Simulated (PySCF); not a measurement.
## Working with the constants of KB⁻

ROHF-CCSD(T) constants of KB⁻, doublet, unpaired electrons π ↑ (K def2-SVPD, B def2-SVPD; no relativity (PySCF 2.14); masses 38.9637 and 11.0093 u):

- ωe: 214.2 cm⁻¹
- ωexe: 1.95 cm⁻¹
- Be: 0.20642 cm⁻¹
- αe: 0.00264 cm⁻¹
- D (centrifugal): 7.67e-07 cm⁻¹
- De to K⁻ + B: 0.72 eV

Question: Give the vibrational terms G(v) and spacings up to v = 6.

Answer: G(v) = ωe(v+½) − ωexe(v+½)².

```csv
v,G(v) (cm⁻¹),G(v) − G(v−1),Bv (cm⁻¹)
0,106.6,,0.2051
1,316.9,210.3,0.2025
2,523.3,206.4,0.1998
3,725.8,202.5,0.1972
4,924.4,198.6,0.1945
5,1119.1,194.7,0.1919
6,1309.9,190.8,0.1893
```

Question: How well does the Morse estimate ωe²/(4ωexe) reproduce De, and what is D0?

Answer: It gives 0.73 eV, 101 % of the computed De. D0 = De − G(0) = 0.72 − 0.01 = 0.71 eV.

Correlated steps freeze 6 core orbitals. Correlated levels converge slowly with the basis: in double zeta they bind strong bonds too weakly, by up to about 1 eV, and carry superposition errors of some tenths. For an ion De counts to the pair picked by the measured ionisation energies or electron affinities, which need not be the lowest pair at this level. The CCSD T1 diagnostic is raised, a sign that a single reference may not be enough here. The state is the lowest determinant that a PBE0 search found; another state may lie lower at other levels.
